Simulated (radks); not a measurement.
Charge is removed step by step from the 3d down level of the germanium ion Ge+, starting from [Ar] 3d(up 5, down 5) 4s2 4p1. All-electron calculation, non-relativistic Kohn-Sham, LDA (Slater exchange, Perdew-Wang correlation), spin-polarised, spherical densities, point nucleus; open shells are filled with parallel spins first. Program: a radial shooting solver on a logarithmic mesh with Libxc functionals.

removed (e)  E - E(0) (eV)  eigenvalue (eV)  E minus straight line (eV)
0                    0.000          -39.342                       0.000
0.125                5.072          -41.825                      -1.137
0.25                10.458          -44.356                      -1.961
0.375               16.163          -46.933                      -2.465
0.5                 22.193          -49.557                      -2.644
0.625               28.554          -52.224                      -2.493
0.75                35.251          -54.935                      -2.005
0.875               42.290          -57.688                      -1.176
1                   49.675          -60.481                       0.000

Removing the whole electron costs 49.675 eV by Delta-SCF, against 39.342 eV from minus the eigenvalue at the starting occupation. Slater's transition state (half an electron removed) gives 49.557 eV. Integrating minus the eigenvalue over the occupation (Janak's theorem) gives 49.675 eV. The mean slope of the eigenvalue, de/dn, is 21.1 eV per electron.
